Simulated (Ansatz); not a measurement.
Cost and result up the ladder for the cluster Li₈ (8 atoms). Charge 0, multiplicity 1. Geometry: PBE0/def2-TZVP.

```xyz
8

Li    0.928    0.511   -2.666
Li   -1.324    2.434   -0.749
Li   -1.160   -2.419    1.063
Li    1.333    1.415    0.146
Li    1.556   -0.539    2.369
Li   -1.069    0.518    1.476
Li   -1.454   -0.513   -1.194
Li    1.189   -1.408   -0.445
```

Ansatz on 4 threads of Arm Neoverse V1 on a shared host. Times are rough, and most runs start from the orbitals of an earlier one. No level here is sound enough to serve as a yardstick. Binding counts from free atoms at the same level (Li doublet; other spins of the atoms weren't run), without zero-point energy or a counterpoise term.

Correlated methods freeze no core orbitals; core or outer-core shells of Li are correlated, in sets that lack core-valence functions. Another isomer (singlet) lies 0.12 eV lower at PBE0/def2-TZVP; other spin states weren't run for this one.

Run but left out: B2PLYP/def2-TZVP (restricted singlet, unstable in another Hartree–Fock run and untested here).

Correlated methods converge slowly with the basis.

| level | functions | wall time | binding energy per atom (eV) | remarks |
| --- | --- | --- | --- | --- |
| PBE/def2-TZVP (with forces) | 112 | 1.1 s | 0.93 | restricted SCF unstable in HF |
| PBE0/def2-TZVP | 112 | 1.4 s | 0.89 | restricted SCF unstable in HF |
| r2SCAN0/def2-TZVP | 112 | 2 s | 0.87 | restricted SCF unstable in HF |
| r2SCAN/def2-TZVP | 112 | 2.2 s | 0.88 | restricted SCF unstable in HF |
| CCSD(T)/def2-TZVPP | 152 | 19 s | 0.91 | restricted SCF unstable |
